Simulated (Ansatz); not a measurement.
Reaction (redistribution): `CB(N)F` + `O=CB[TeH]` → `CB(N)[TeH]` + `O=CBF`

Gas-phase electronic energies from Ansatz, PBE0-D4/def2-TZVP geometries. CCSD(T)/CBS is the MP2 limit (def2-TZVPP, def2-QZVPP) plus CCSD(T) − MP2 in def2-TZVPP, frozen cores. Functionals use def2-TZVPP. B3LYP here is the variant with VWN-RPA as its local correlation; programs differ in this. Elements past krypton have def2 core potentials. For Te outer-core shells are correlated without core-valence functions, which leaves a few kJ/mol of doubt a bond. Each species was taken in one conformer, which may not be the lowest.

Problem. Is it downhill or uphill in electronic energy at CCSD(T)/CBS, and by how much? (Estimate.)

Solution. Computed: Uphill: ΔE = +30.1 kJ/mol.

Problem. What do these levels give: B3LYP-D4, ωB97X-V, B2PLYP, B3LYP, HF/def2-TZVPP, MP2/def2-TZVPP, SCS-MP2/def2-TZVPP, CCSD/def2-TZVPP, HF/def2-QZVPP, SCS-MP2/def2-QZVPP, MP2/CBS(def2), CCSD/CBS(def2)? (An estimate is asked.)

Solution. The calculation gave: B3LYP-D4 35.4, ωB97X-V 29.5, B2PLYP 34.6, B3LYP 38.0, HF/def2-TZVPP 27.6, MP2/def2-TZVPP 28.6, SCS-MP2/def2-TZVPP 26.6, CCSD/def2-TZVPP 30.0, HF/def2-QZVPP 27.3, SCS-MP2/def2-QZVPP 25.9, MP2/CBS(def2) 27.6, CCSD/CBS(def2) 28.9 kJ/mol.

Largest T1 diagnostic among the species: 0.017.

From PBE to PBE0 (25 % exact exchange), in def2-TZVPP and without D4, ΔE moves by −4.1 kJ/mol.
